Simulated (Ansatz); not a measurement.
## Which isomer of CH4BeSi gives these data?

These gas-phase data were calculated for one isomer of CH4BeSi at BLYP-D3(BJ)/def2-SVP (harmonic, unscaled wavenumbers; equilibrium rotational constants with average atomic masses):

```
rotational constants            : 29.81, 5.992, 5.372 GHz
all wavenumbers above 1500 cm⁻¹ : 2999, 2897, 2151, 1905
dipole moment                   : 1.43 D (PBE0/def2-TZVPD)
```

Candidates:

(1) `[BeH][CH]=[SiH2]`, a singlet
(2) `[BeH][CH2][SiH]`, a singlet

Q: Assign the data to one candidate and say why.

A: Candidate (2). 2 modes lie between 2750 and 3290 cm⁻¹, one for each C–H bond, while (1) has 1.

The same quantities for all candidates:

```tsv
	rotational constants (GHz)	wavenumbers above 1500 cm⁻¹	dipole (D)	E above the lowest, BLYP-D3(BJ)/def2-SVP (kcal/mol)
(1)	40.91, 6.055, 5.274	3049, 2205, 2175, 2140	1.85	0.0
(2)	29.81, 5.992, 5.372	2999, 2897, 2151, 1905	1.43	6.3
```

Each candidate is one conformer. Programs: Ansatz 0.2.0.
